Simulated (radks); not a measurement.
Values are calculated unless marked as measured or tabulated.
Species: the osmium ion Os25+. Configuration: [Kr] 4d10 4f5.

Code: a radial shooting solver on a logarithmic mesh with Libxc functionals. Model: scalar-relativistic Kohn-Sham, exchange-only LDA, spin-polarised, spherical densities, point nucleus; open shells are filled with parallel spins first (spin-orbit coupling, left out, can overturn this in heavy ions).

Energy parts (eV):
part                   energy
total              -461542.54
kinetic             512509.61
electron-nucleus  -1103684.85
Hartree             137565.05
exchange             -7932.36

Orbitals (lengths in bohr, moments of r in powers of bohr; <r^-3> diverges for s and p1/2; r(90%) holds 90 % of the orbital's charge):
[
 {"orbital": "1s down", "occ.": "1", "eigenvalue (eV)": "-74597.66", "<r^-3>": "-", "r(90%)": "0.0324", "<r^4>": "5.128e-07", "<r>": "0.01774"},
 {"orbital": "1s up", "occ.": "1", "eigenvalue (eV)": "-74597.64", "<r^-3>": "-", "r(90%)": "0.0324", "<r^4>": "5.128e-07", "<r>": "0.01774"},
 {"orbital": "2s up", "occ.": "1", "eigenvalue (eV)": "-13637.52", "<r^-3>": "-", "r(90%)": "0.116", "<r^4>": "0.00007641", "<r>": "0.07494"},
 {"orbital": "2s down", "occ.": "1", "eigenvalue (eV)": "-13637.23", "<r^-3>": "-", "r(90%)": "0.116", "<r^4>": "0.00007639", "<r>": "0.07494"},
 {"orbital": "2p up", "occ.": "3", "eigenvalue (eV)": "-11978.77", "<r^-3>": "21880", "r(90%)": "0.110", "<r^4>": "0.00006075", "<r>": "0.06731"},
 {"orbital": "2p down", "occ.": "3", "eigenvalue (eV)": "-11978.55", "<r^-3>": "21880", "r(90%)": "0.110", "<r^4>": "0.00006073", "<r>": "0.06731"},
 {"orbital": "3s up", "occ.": "1", "eigenvalue (eV)": "-3775.586", "<r^-3>": "-", "r(90%)": "0.284", "<r^4>": "0.002767", "<r>": "0.1938"},
 {"orbital": "3s down", "occ.": "1", "eigenvalue (eV)": "-3770.071", "<r^-3>": "-", "r(90%)": "0.284", "<r^4>": "0.002758", "<r>": "0.1936"},
 {"orbital": "3p up", "occ.": "3", "eigenvalue (eV)": "-3288.358", "<r^-3>": "4945", "r(90%)": "0.290", "<r^4>": "0.002989", "<r>": "0.1943"},
 {"orbital": "3p down", "occ.": "3", "eigenvalue (eV)": "-3282.819", "<r^-3>": "4957", "r(90%)": "0.290", "<r^4>": "0.002977", "<r>": "0.1941"},
 {"orbital": "3d up", "occ.": "5", "eigenvalue (eV)": "-2744.027", "<r^-3>": "626.5", "r(90%)": "0.273", "<r^4>": "0.002293", "<r>": "0.1759"},
 {"orbital": "3d down", "occ.": "5", "eigenvalue (eV)": "-2739.712", "<r^-3>": "628.3", "r(90%)": "0.272", "<r^4>": "0.002279", "<r>": "0.1757"},
 {"orbital": "4s up", "occ.": "1", "eigenvalue (eV)": "-1364.797", "<r^-3>": "-", "r(90%)": "0.594", "<r^4>": "0.05400", "<r>": "0.4165"},
 {"orbital": "4s down", "occ.": "1", "eigenvalue (eV)": "-1356.187", "<r^-3>": "-", "r(90%)": "0.594", "<r^4>": "0.05426", "<r>": "0.4170"},
 {"orbital": "4p up", "occ.": "3", "eigenvalue (eV)": "-1197.157", "<r^-3>": "1316", "r(90%)": "0.628", "<r^4>": "0.06702", "<r>": "0.4366"},
 {"orbital": "4p down", "occ.": "3", "eigenvalue (eV)": "-1188.887", "<r^-3>": "1309", "r(90%)": "0.629", "<r^4>": "0.06743", "<r>": "0.4372"},
 {"orbital": "4d up", "occ.": "5", "eigenvalue (eV)": "-992.0294", "<r^-3>": "153.6", "r(90%)": "0.659", "<r^4>": "0.07982", "<r>": "0.4484"},
 {"orbital": "4d down", "occ.": "5", "eigenvalue (eV)": "-983.9029", "<r^-3>": "152.6", "r(90%)": "0.661", "<r^4>": "0.08056", "<r>": "0.4494"},
 {"orbital": "4f up", "occ.": "5", "eigenvalue (eV)": "-768.5897", "<r^-3>": "33.66", "r(90%)": "0.671", "<r^4>": "0.08304", "<r>": "0.4398"},
 {"orbital": "4f down", "occ.": "0", "eigenvalue (eV)": "-759.7830", "<r^-3>": "33.50", "r(90%)": "0.674", "<r^4>": "0.08469", "<r>": "0.4414"}
]

The highest occupied level is 4f up at -768.59 eV. Summed over all electrons, <r^2> = 5.869 bohr^2, which gives a Langevin (diamagnetic) susceptibility term of -4.65 x 10^-6 cm^3/mol. Spin moment in Bohr magnetons: 5.
